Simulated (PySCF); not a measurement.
Calculation: PBE-D3(BJ)/def2-TZVP // B3LYP-D3(BJ)/def2-TZVP (PySCF). All species are isolated molecules in the gas phase. One relaxed conformer stands for a flexible species; it need not be the lowest. 

Reference species (SMILES): `C=NCO` (C–N–C–O torsion -130°, N–C–O–H torsion -47°) (neutral, multiplicity 1).

- HOMO = -6.25 eV

Changed species: `CNC=O` (C–N–C–O torsion 0°).

Problem. What does the change do to the HOMO?

Solution. the HOMO increases by 0.42 eV, to -5.83 eV.
